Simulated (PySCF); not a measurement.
# CoCl3, singlet: computed properties

All numbers come from PySCF, B3LYP, basis Co def2-SVP, Cl def2-SVP (no relativity, density fitting).

The structure is a saddle point with 1 imaginary mode.

```xyz
4
charge 0 multiplicity 1, angstrom
Co    0.0000    0.0000   -0.3055
Cl    0.0000    0.0000    1.8228
Cl    2.0507    0.0000   -0.6549
Cl   -2.0507    0.0000   -0.6549
```

- Point group: C2v
- Bond lengths: Co–Cl 2.080 Å (×2), Co–Cl 2.128 Å
- Bond angles: Cl–Co–Cl 99.7° (×2), Cl–Co–Cl 160.7°
- Atomisation energy without zero-point energy: 708 kJ/mol
- Principal polarisabilities: 27.6, 55.7, 94.3 bohr³
- Zero-point energy (real modes): 9.3 kJ/mol
- Lowest empty level: -6.08 eV
- Highest occupied level: -7.91 eV
- Dipole moment: 2.03 D
- Rotational constants: 0.1111, 0.05732, 0.03781 cm⁻¹
- Principal quadrupole moments (Buckingham, traceless) about the centre of mass: -3.10, -0.63, 3.73 D Å

Harmonic modes (masses in u: Co 58.933, Cl 34.969):
```
symmetry  ω (cm⁻¹)  IR (km/mol)     type
      b1      304i            –     bend
      b2       121          0.1     bend
      a1       143          1.0     bend
      a1       360          0.4  stretch
      a1       427         11.4  stretch
      b2       501          115  stretch
```

In C2v the vibrations span b1 + 2b2 + 3a1. Here b1 is antisymmetric to the molecular plane and b2 lies in it.

Charges (e):
```tsv
atom	Mulliken	Löwdin	polar tensor	Mayer order to Co1
Co1	0.46	0.05	1.20	–
Cl2	-0.18	-0.07	-0.26	1.06
Cl3,4	-0.14	0.01	-0.47	1.30
```

Mulliken populations on Co1: s 6.58, p 12.59, d 7.38, f 0.00.

This need not be the most stable arrangement of these atoms. At this level a quintet minimum of D3h symmetry lies 217 kJ/mol below this structure. At the minimum of this search the closed-shell solution is unstable towards spin polarisation, so a lower open-shell solution exists.

The final relaxation and frequency run took of the order of 80 core-seconds on a shared host.
